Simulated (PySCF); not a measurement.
C8H7 (doublet state).
SMILES with atom numbers: `[CH:1]#[C:2][C:3]#[C:4][CH2:5][C@H:6]1[CH:7][CH2:8]1` (hydrogens: H9 on C1; H10, H11 on C5; H12 on C6; H13 on C7; H14, H15 on C8)

Structure used (GFN2-xTB), in Å, numbered top down from 1:
```
atom  x, y, z in Å
C1     4.222    1.197    0.042
C2     3.124    0.762    0.276
C3     1.882    0.274    0.533
C4     0.787   -0.159    0.798
C5    -0.542   -0.672    1.032
C6    -1.194   -1.047   -0.297
C7    -2.632   -0.899   -0.489
C8    -1.763    0.031   -1.210
H9     5.180    1.573   -0.159
H10   -0.488   -1.553    1.680
H11   -1.140    0.092    1.538
H12   -0.683   -1.864   -0.796
H13   -3.419   -0.716    0.212
H14   -1.726    1.074   -0.907
H15   -1.612   -0.097   -2.274
```

The hyperfine couplings belong to this conformer and change with its torsions.

The calculation used UKS B3LYP, pcH-1 on C H, non-relativistic, mean-field spin-orbit, GIAO in PySCF. Geometry: GFN2-xTB, one conformer, isolated molecule. The geometry wasn't refined by DFT: couplings that depend on bond lengths, twists or pyramidal angles can differ widely from those at the functional's own minimum. No stability test was run, so a lower SCF solution isn't excluded.

Principal values of hyperfine tensors in MHz (contact and dipolar terms together), for some of the nuclei:

```
atom  isotope      A1      A2      A3
  C7      13C  209.15  213.09  431.39
 H12       1H   68.89   71.56   85.56
 H14       1H   51.17   54.69   64.30
  C5      13C   25.09   25.14   32.88
  C8      13C  -26.16  -21.16  -14.92
  C6      13C  -23.08  -18.50  -13.79
 H13       1H  -48.80  -18.83   22.36
  C4      13C    6.58    8.22   10.54
```

Question: Split each tensor into its isotropic and traceless parts, and turn a_iso into mT with g = 2.0027.

Answer: a_iso is a third of the trace, T = A − a_iso, and a(mT) = a(MHz)/(g × 13.996).

```
atom  a_iso (MHz)  a_iso (mT)      T1      T2      T3
  C7       284.54      10.151  -75.40  -71.45  146.85
 H12        75.34       2.688   -6.45   -3.78   10.23
 H14        56.72       2.023   -5.55   -2.03    7.58
  C5        27.70       0.988   -2.61   -2.56    5.18
  C8       -20.75      -0.740   -5.42   -0.41    5.83
  C6       -18.46      -0.659   -4.63   -0.04    4.67
 H13       -15.09      -0.538  -33.71   -3.74   37.45
  C4         8.45       0.301   -1.87   -0.23    2.09
```

Question: What spin density at the nucleus of C8 lies behind its contact coupling (g_N = 1.40482)?

Answer: a_FC = (2μ0/3) gₑ μB g_N μN ρ(0)/(2S·h) = 800.24 MHz × g_N × ρ(0)/(2S), with ρ in bohr⁻³. With a_FC = -20.75 MHz and 2S = 1, ρ(0) = -0.01845 bohr⁻³.

Question: H15 (1H, g_N = 5.58569) isn't in the table. Its spin density at the nucleus is 0.01974 bohr⁻³. What is its contact coupling?

Answer: By the same relation, a_FC = 88.2 MHz. Its full tensor has the principal values 81.70, 84.22, 98.77 MHz.

Question: Which nucleus of the table has the largest anisotropic coupling, and what is its form?

Answer: C7: -75.4, -71.4, 146.8 MHz, nearly axial, close to the ratio −1:−1:+2, the form that spin in one p orbital centred on that nucleus gives.

Question: In a single crystal, with the field along each principal axis of the tensor of H12 in turn, what first-order splitting does this nucleus give (isotropic g, quadrupole terms neglected)?

Answer: 2 lines (I = 1/2), spaced by |A_i|/(g × 13.996): 2.46, 2.55, 3.05 mT along the axes of A1, A2 and A3.
